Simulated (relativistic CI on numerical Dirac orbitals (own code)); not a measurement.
# Line list: Electric-dipole lines, Bi LXXXI

Calculated at this level of theory: Dirac-Coulomb-Breit CI, separate exchange-only KLI orbitals for each configuration, model QED, unscaled Slater integrals (own radial code, finite nucleus).

Configurations in the expansion (outside the closed core 1s2): 2s, 2p, 3s, 3p, 3d, 4s, 4p, 4d, 4f, 5s, 5p, 5d, 5f, 5g, 6s, 6p, 6d. Levels of other configurations are missing.

```csv
λ vac (Å),Lower,Upper,A (s⁻¹),log gf,S velocity/length
0.6300,2p ²P°1/2 [2],4d ²D3/2 [12],9.55e+14,-0.64,1.00
0.7204,2p ²P°3/2 [3],4d ²D5/2 [13],8.94e+14,-0.38,1.00
0.8040,2s ²S1/2 [1],3p ²P°3/2 [6],7.82e+14,-0.52,1.00
0.8159,2p ²P°1/2 [2],3d ²D3/2 [7],2.69e+15,0.03,1.00
0.8458,2s ²S1/2 [1],3p ²P°1/2 [5],1.27e+15,-0.56,1.00
0.9651,2p ²P°3/2 [3],3d ²D5/2 [8],2.75e+15,0.36,1.00
0.9808,2p ²P°3/2 [3],3d ²D3/2 [7],4.54e+14,-0.58,1.00
1.6904,3p ²P°1/2 [5],5d ²D3/2 [19],1.30e+14,-0.65,0.99
1.8738,3p ²P°3/2 [6],5d ²D5/2 [20],1.49e+14,-0.33,1.00
1.8772,3d ²D3/2 [7],5f ²F°5/2 [21],1.96e+14,-0.21,1.00
1.9309,3d ²D5/2 [8],5f ²F°7/2 [23],1.96e+14,-0.06,1.00
2.3325,3s ²S1/2 [4],4p ²P°3/2 [11],9.02e+13,-0.53,1.00
2.3581,3p ²P°1/2 [5],4d ²D3/2 [12],2.36e+14,-0.10,1.00
2.4814,3s ²S1/2 [4],4p ²P°1/2 [10],1.65e+14,-0.52,1.00
2.7057,3p ²P°3/2 [6],4d ²D5/2 [13],2.99e+14,0.29,1.00
2.7128,3d ²D3/2 [7],4f ²F°5/2 [14],5.78e+14,0.58,1.00
2.7583,3p ²P°3/2 [6],4d ²D3/2 [12],5.31e+13,-0.62,1.00
2.8134,3d ²D5/2 [8],4f ²F°7/2 [15],5.91e+14,0.75,1.00
2.8404,3d ²D5/2 [8],4f ²F°5/2 [14],3.88e+13,-0.55,1.00
2.9907,3p ²P°3/2 [6],4s ²S1/2 [9],1.18e+14,-0.50,1.00
3.8339,4p ²P°3/2 [11],6d ²D5/2 [29],3.71e+13,-0.31,1.00
4.4412,2s ²S1/2 [1],2p ²P°3/2 [3],2.71e+13,-0.49,1.03
5.1157,4s ²S1/2 [9],5p ²P°3/2 [18],1.94e+13,-0.52,0.99
5.1637,4p ²P°1/2 [10],5d ²D3/2 [19],4.28e+13,-0.16,1.00
5.4817,4s ²S1/2 [9],5p ²P°1/2 [17],3.79e+13,-0.47,1.00
5.8296,4p ²P°3/2 [11],5d ²D5/2 [20],6.17e+13,0.28,1.00
5.8436,4d ²D3/2 [12],5f ²F°5/2 [21],1.05e+14,0.51,1.00
6.0305,4d ²D5/2 [13],5f ²F°7/2 [23],1.11e+14,0.69,1.00
6.0308,4f ²F°5/2 [14],5g ²G7/2 [22],1.80e+14,0.89,1.00
6.1175,4f ²F°7/2 [15],5g ²G9/2 [24],1.83e+14,1.01,1.00
6.5078,4p ²P°3/2 [11],5s ²S1/2 [16],3.92e+13,-0.30,1.00
9.6082,5p ²P°1/2 [17],6d ²D3/2 [28],1.17e+13,-0.19,0.99
10.740,5p ²P°3/2 [18],6d ²D5/2 [29],1.82e+13,0.28,1.00
12.072,5p ²P°3/2 [18],6s ²S1/2 [25],1.57e+13,-0.16,1.00
15.015,3s ²S1/2 [4],3p ²P°3/2 [6],4.32e+12,-0.23,1.01
16.003,3p ²P°1/2 [5],3d ²D3/2 [7],2.37e+12,-0.44,1.00
36.027,4s ²S1/2 [9],4p ²P°3/2 [11],1.06e+12,-0.08,1.01
38.252,4p ²P°1/2 [10],4d ²D3/2 [12],7.46e+11,-0.18,1.00
71.137,5s ²S1/2 [16],5p ²P°3/2 [18],3.50e+11,0.03,1.01
75.389,5p ²P°1/2 [17],5d ²D3/2 [19],2.68e+11,-0.04,1.01
124.01,6s ²S1/2 [25],6p ²P°3/2 [27],1.40e+11,0.11,1.02
131.28,6p ²P°1/2 [26],6d ²D3/2 [28],1.11e+11,0.06,1.02
134.14,4p ²P°3/2 [11],4d ²D5/2 [13],2.14e+10,-0.46,0.97
261.68,5p ²P°3/2 [18],5d ²D5/2 [20],7.91e+09,-0.31,0.98
452.54,6p ²P°3/2 [27],6d ²D5/2 [29],3.36e+09,-0.21,1.00
```

Terms are leading LS components. Brackets give the number of a level in order of energy, since labels repeat. The list gives strong lines, with weight on those to low levels. Levels whose partners in the same complex of configurations lie outside the list can be far off, and so can their lines. Rates are taken at the computed energies, electric ones in the length gauge. A velocity-to-length ratio far from 1 marks an uncertain rate.

At this charge energies of transitions that change n are usually good to better than 1 %, and those within a shell (Δn = 0) to a few per cent.
